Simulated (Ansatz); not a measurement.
`CC(O)Br` + `C[SiH3]` → `C[SiH2]C(C)O` + HBr at 500 K and 1 bar (formal exchange of groups at a C–Br bond).

Program: Ansatz. Geometries: PBE0-D4/def2-TZVP. ΔE: electronic, gas phase. CCSD(T)/CBS adds triple-zeta CCSD(T) − MP2 to the extrapolated MP2 energy (def2 sets, frozen cores). This one scheme is used for every species. For Br outer-core shells are correlated without core-valence functions, which leaves a few kJ/mol of doubt a bond. Scalar relativity is left out up to krypton. Each species was taken in one conformer, which may not be the lowest.

```
       species  CCSD(T)/CBS energy (Eh)  H − E (kJ/mol)  S (J/(mol·K))
     `CC(O)Br`              -2727.60877           221.4          357.5
     `C[SiH3]`               -330.73916           189.7          296.8
`C[SiH2]C(C)O`               -484.43123           380.1          441.2
           HBr              -2573.91920            30.5          213.7
```

H − E and S are ideal-gas, rigid-rotor, harmonic terms from PBE0-D4/def2-TZVP, for one conformer and one mirror image of each species. 1 Eh = 2625.50 kJ/mol, R = 8.31446 J/(mol·K).

**Question.** By hand: ΔE, ΔH, ΔS and ΔG.

**Answer.** ΔE = (-484.43123) + (-2573.91920) − (-2727.60877) − (-330.73916) = -0.00250 Eh = -6.6 kJ/mol. Δ(H − E) = 380.1 + 30.5 − 221.4 − 189.7 = -0.5, so ΔH = -7.1 kJ/mol. ΔS = 441.2 + 213.7 − 357.5 − 296.8 = 0.6 J/(mol·K). ΔG = -7.1 − 500 × (0.6)/1000 = -7.4 kJ/mol.

**Question.** By hand: the equilibrium constant, and the temperature at which ΔG would vanish if ΔH and ΔS stayed fixed.

**Answer.** log₁₀ K = −ΔG/(RT ln 10) = 0.8. ΔH and −TΔS have one sign here, so there is no such temperature. One of them is within its doubt of zero, so this could turn.

The number of gas molecules stays the same, so ΔS is small and ΔH decides. A doubt of 5 kJ/mol in ΔE shifts log₁₀ K by 0.5 here. Other conformers and mirror images would add mixing entropy, several J/(mol·K) or more a flexible species. These are equilibria of isolated gas molecules and say nothing of rates. Largest T1 diagnostic: 0.010 (customary marks: 0.02 for closed shells, 0.045 for open ones).
